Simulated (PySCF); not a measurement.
## C8H9O: g tensor and hyperfine couplings

Species: C8H9O (doublet state).
SMILES with atom numbers: `[CH2:1][c:2]1[cH:3][cH:4][c:5]([C:6](=[CH2:7])[CH3:8])[o:9]1` (hydrogens: H10, H11 on C1; H12 on C3; H13 on C4; H14, H15 on C7; H16, H17, H18 on C8)

Cartesian coordinates in Å at the GFN2-xTB level; atoms count from 1:
```xyz
18
C8H9O angstrom
C     -3.2089    0.8177    0.5661
C     -2.0534    0.1833    0.2426
C     -1.8278   -1.1358   -0.2381
C     -0.4650   -1.2712   -0.4050
C      0.1215   -0.0602   -0.0327
C      1.4981    0.3363   -0.0144
C      1.8643    1.5652    0.3819
C      2.5006   -0.6894   -0.4593
O     -0.8435    0.8118    0.3568
H     -4.1498    0.3123    0.4717
H     -3.2001    1.8307    0.9197
H     -2.5926   -1.8616   -0.4255
H      0.0592   -2.1383   -0.7542
H      1.1350    2.2893    0.6986
H      2.8969    1.8663    0.3972
H      2.4476   -1.5741    0.1730
H      2.3037   -0.9952   -1.4855
H      3.5055   -0.2806   -0.4045
```

The hyperfine couplings belong to this conformer and change with its torsions.

Computed with UKS B3LYP, pcH-1 on C H O, non-relativistic, mean-field spin-orbit, GIAO (PySCF 2.14.0). Isolated species at its GFN2-xTB geometry (one conformer only). Couplings are sensitive to structure, and on GFN2-xTB geometries they can be far from those on DFT ones. Stability of the SCF solution: not tested. ⟨S²⟩ is 0.788 where a pure state has 0.75.

* g1, g2, g3: 2.00217, 2.00272, 2.00322
* g_iso: 2.00270
* Form of g: rhombic: the two nearest values differ by 47 % of g3 − g1
* ⟨S²⟩: 0.7880 (exact 0.7500)
* α and β electrons: 33, 32
* HOMO–LUMO gap, α and β orbitals: 3.98, 4.06 eV
* Total energy: -385.45478 Eh

Isotropic coupling and dipolar principal values T1 to T3, in MHz; ρ(0) is the spin density at the nucleus:

```json
{"atom": "C1", "isotope": "13C", "a_iso": "43.0", "T1": "-42.3", "T2": "-41.3", "T3": "83.6", "Mulliken spin population": "0.56", "ρ(0) (bohr⁻³)": "0.0382"}
{"atom": "C2", "isotope": "13C", "a_iso": "-37.9", "T1": "-22.8", "T2": "9.3", "T3": "13.5", "Mulliken spin population": "-0.18", "ρ(0) (bohr⁻³)": "-0.0337"}
{"atom": "C3", "isotope": "13C", "a_iso": "32.3", "T1": "-28.2", "T2": "-27.7", "T3": "55.9", "Mulliken spin population": "0.35", "ρ(0) (bohr⁻³)": "0.0287"}
{"atom": "C4", "isotope": "13C", "a_iso": "-26.7", "T1": "-18.0", "T2": "8.6", "T3": "9.5", "Mulliken spin population": "-0.15", "ρ(0) (bohr⁻³)": "-0.0237"}
{"atom": "C5", "isotope": "13C", "a_iso": "34.2", "T1": "-30.0", "T2": "-28.9", "T3": "58.9", "Mulliken spin population": "0.33", "ρ(0) (bohr⁻³)": "0.0304"}
{"atom": "C6", "isotope": "13C", "a_iso": "-24.6", "T1": "-16.2", "T2": "7.0", "T3": "9.3", "Mulliken spin population": "-0.14", "ρ(0) (bohr⁻³)": "-0.0219"}
{"atom": "C7", "isotope": "13C", "a_iso": "21.8", "T1": "-20.9", "T2": "-19.6", "T3": "40.4", "Mulliken spin population": "0.28", "ρ(0) (bohr⁻³)": "0.0194"}
{"atom": "C8", "isotope": "13C", "a_iso": "3.0", "T1": "-0.2", "T2": "-0.2", "T3": "0.4", "Mulliken spin population": "0.01", "ρ(0) (bohr⁻³)": "0.0026"}
{"atom": "O9", "isotope": "17O", "a_iso": "-3.3", "T1": "-12.7", "T2": "5.3", "T3": "7.4", "Mulliken spin population": "0.03", "ρ(0) (bohr⁻³)": "0.0055"}
{"atom": "H10", "isotope": "1H", "a_iso": "-33.0", "T1": "-19.1", "T2": "-0.7", "T3": "19.8", "Mulliken spin population": "-0.02", "ρ(0) (bohr⁻³)": "-0.0074"}
{"atom": "H11", "isotope": "1H", "a_iso": "-33.8", "T1": "-19.7", "T2": "-0.3", "T3": "20.1", "Mulliken spin population": "-0.02", "ρ(0) (bohr⁻³)": "-0.0076"}
{"atom": "H12", "isotope": "1H", "a_iso": "-23.6", "T1": "-12.6", "T2": "-1.0", "T3": "13.5", "Mulliken spin population": "-0.02", "ρ(0) (bohr⁻³)": "-0.0053"}
{"atom": "H13", "isotope": "1H", "a_iso": "6.9", "T1": "-2.7", "T2": "-0.7", "T3": "3.4", "Mulliken spin population": "0.00", "ρ(0) (bohr⁻³)": "0.0015"}
{"atom": "H14", "isotope": "1H", "a_iso": "-16.5", "T1": "-7.6", "T2": "-1.0", "T3": "8.6", "Mulliken spin population": "-0.01", "ρ(0) (bohr⁻³)": "-0.0037"}
{"atom": "H15", "isotope": "1H", "a_iso": "-17.3", "T1": "-10.4", "T2": "-0.1", "T3": "10.4", "Mulliken spin population": "-0.01", "ρ(0) (bohr⁻³)": "-0.0039"}
{"atom": "H16", "isotope": "1H", "a_iso": "-8.5", "T1": "-1.1", "T2": "-0.7", "T3": "1.8", "Mulliken spin population": "0.00", "ρ(0) (bohr⁻³)": "-0.0019"}
{"atom": "H17", "isotope": "1H", "a_iso": "-8.5", "T1": "-1.1", "T2": "-0.7", "T3": "1.8", "Mulliken spin population": "0.00", "ρ(0) (bohr⁻³)": "-0.0019"}
{"atom": "H18", "isotope": "1H", "a_iso": "-1.4", "T1": "-0.9", "T2": "-0.5", "T3": "1.5", "Mulliken spin population": "0.00", "ρ(0) (bohr⁻³)": "-0.0003"}
```

The largest Mulliken spin populations are on C1 (+0.56), C3 (+0.35), C5 (+0.33) and C7 (+0.28). Four atoms exceed +0.15. The positive populations add up to 1.57 and the negative ones to -0.57, together 2S = 1. The angles at C1 add up to 360.0°, so it is planar.

C1, the radical centre as drawn in `[CH2]c1ccc(C(=C)C)o1`, holds a spin population of +0.56 out of 1.

Axes: g2 points within 11° of the C5–O9 bond and g3 points within 8° of the C1–H10 bond.

Under fast tumbling the dipolar parts average out, and these isotropic splittings remain (the largest six): 1 × 1H (H11, I = 1/2, 2 lines) with 1.21 mT, 1 × 1H (H10, I = 1/2, 2 lines) with 1.18 mT, 1 × 1H (H12, I = 1/2, 2 lines) with 0.84 mT, 1 × 1H (H15, I = 1/2, 2 lines) with 0.62 mT, 1 × 1H (H14, I = 1/2, 2 lines) with 0.59 mT and 1 × 1H (H13, I = 1/2, 2 lines) with 0.24 mT.

Means are taken over nuclei equivalent by connectivity, which assumes that they swap fast. H10 and H11 aren't averaged: C1 is flat or nearly so (angle sum 360°), and its turn about the short C1–C2 bond (1.36 Å) is taken as slow. The three 1H nuclei of mean -6.1 MHz run from -8.5 to -1.4 MHz in the frozen geometry.

The 13C coupling of C1 (43.0 MHz) shows only in satellite lines or after enrichment, since that isotope makes up about 1.07 % of natural carbon.

On Arm Neoverse V1, one thread, no GPU (shared host), this took 1.9 min (grids of density and orbitals included) and 1.1 GiB of memory at its peak.
